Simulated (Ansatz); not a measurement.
`O[BH][GaH2]` + `[F][AlH2]` → `O[BH][AlH][F]` + `[GaH3]`  (formal exchange of groups at a B–Ga bond)

Calculated with Ansatz (gas phase, PBE0-D4/def2-TZVP geometries, no zero-point term in ΔE). CCSD(T)/CBS is the MP2 limit (def2-TZVPP, def2-QZVPP) plus CCSD(T) − MP2 in def2-TZVPP, frozen cores. This one scheme is used for every species. Functionals use def2-TZVPP. B3LYP here is the variant with VWN-RPA as its local correlation; programs differ in this. For Ga outer-core shells are correlated without core-valence functions, which leaves a few kJ/mol of doubt a bond. Scalar relativity is left out up to krypton. Each species was taken in one conformer, which may not be the lowest.

```
             level  ΔE (kcal/mol)  difference from CCSD(T)/CBS
            PBE-D4            3.4                         -0.9
           BLYP-D4            3.9                         -0.4
        r2SCANh-D4            3.9                         -0.4
           ωB97M-V            3.7                         -0.6
          PBE-QIDH            3.6                         -0.7
            revPBE            3.2                         -1.1
              BLYP            3.6                         -0.7
            r2SCAN            3.9                         -0.4
              PBE0            3.1                         -1.2
             B3LYP            3.5                         -0.8
         CAM-B3LYP            3.3                         -1.0
RPA@PBE/def2-TZVPP            3.5                         -0.8
     CCSD/def2-SVP            2.2                         -2.1
    MP2/def2-TZVPP            4.5                          0.2
    MP2/def2-QZVPP            4.7                          0.4
     MP2/CBS(def2)            5.0                          0.7
       CCSD(T)/CBS            4.3                            0
```

**Question.** What do rigid-rotor, harmonic-oscillator terms from PBE0-D4/def2-TZVP frequencies (298.15 K, 1 bar) make of the CCSD(T)/CBS value? (Best estimate.)

**Answer.** Ansatz gave: ΔZPE = -0.2 kcal/mol, ΔH = +4.4 kcal/mol, ΔS = -1 J/(mol·K), ΔG = +4.4 kcal/mol. Modes under 50 cm⁻¹ make the entropy rough.

Largest T1 diagnostic among the species: 0.014.

Leaving LDA and LC-ωPBE aside and taking each functional with its dispersion term where it has one, the values, not all of them listed here, spread over 1.7 kcal/mol, from ωB97X-V to B97M-V. In def2-TZVPP, CCSD(T) changes the Hartree–Fock value by +1.1 kcal/mol (the triples alone add +0.1 kcal/mol) and MP2 by +1.9 kcal/mol.
